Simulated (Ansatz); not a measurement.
H2Te2 (Te2H2). Charge 0, multiplicity 1. Geometry r2SCAN-D4/def2-TZVP; atoms count from 1.

```xyz
4

Te    1.1592    0.3459   -0.8422
Te   -1.4137   -0.2896   -0.3005
H     1.3157    1.4656    0.3803
H    -1.0611   -1.5220    0.7623
```

In the def2 sets Te takes a core potential; there is no spin–orbit coupling.

(1) Estimate the Mulliken populations from the PBE0/def2-TZVP orbitals of Ansatz.

(2) And the Mayer bond orders between heavy atoms (over 0.3)?

## Answers

(1) 
| atom | charge (e) |
| --- | --- |
| Te1 | -0.08 |
| Te2 | -0.08 |
| H3 | 0.08 |
| H4 | 0.08 |
Mulliken values depend strongly on the basis.

(2) Te1–Te2 1.19 (2.71 Å).
